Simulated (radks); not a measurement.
Results of a calculation; reference values are marked as such.
Q: Isoelectronic series with 33 electrons, each ion in its NIST ground configuration. Code: a radial shooting solver on a logarithmic mesh with Libxc functionals. Model: Dirac Kohn-Sham, PBE, spin-unpolarised, spherical densities, point nucleus; open shells are shared between the two j in proportion to 2j + 1. Total energies (hartree) and mean radii <r> (bohr):

ion        configuration  E (hartree)   4p3/2   4p1/2   4s1/2   3d5/2
As     [Ar] 3d10 4s2 4p3  -2260.92798   2.573   2.519   1.940  0.6803
Br2+   [Ar] 3d10 4s2 4p3  -2605.29284   1.864   1.833   1.590  0.5905
Nb8+   [Ar] 3d10 4s2 4p3  -3801.88765   1.153   1.133   1.071  0.4307
Tc10+  [Ar] 3d10 4s2 4p3  -4255.76015   1.034   1.016  0.9705  0.3961
Rh12+  [Ar] 3d10 4s2 4p3  -4737.51094  0.9395  0.9215  0.8886  0.3670
Ag14+  [Ar] 3d10 4s2 4p3  -5247.41257  0.8619  0.8443  0.8199  0.3420
In16+  [Ar] 3d10 4s2 4p3  -5785.76519  0.7968  0.7794  0.7613  0.3203
Sb18+  [Ar] 3d10 4s2 4p3  -6352.89613  0.7413  0.7240  0.7106  0.3013
I20+   [Ar] 3d10 4s2 4p3  -6949.16030  0.6932  0.6760  0.6662  0.2844
Cs22+  [Ar] 3d10 4s2 4p3   -7574.9411  0.6513  0.6339  0.6270  0.2694

Estimate the row of Rb4+ ([Ar] 3d10 4s2 4p3).

A: E (hartree) -2976.83968; 4p3/2 1.525; 4p1/2 1.501; 4s1/2 1.361; 3d5/2 0.5241.
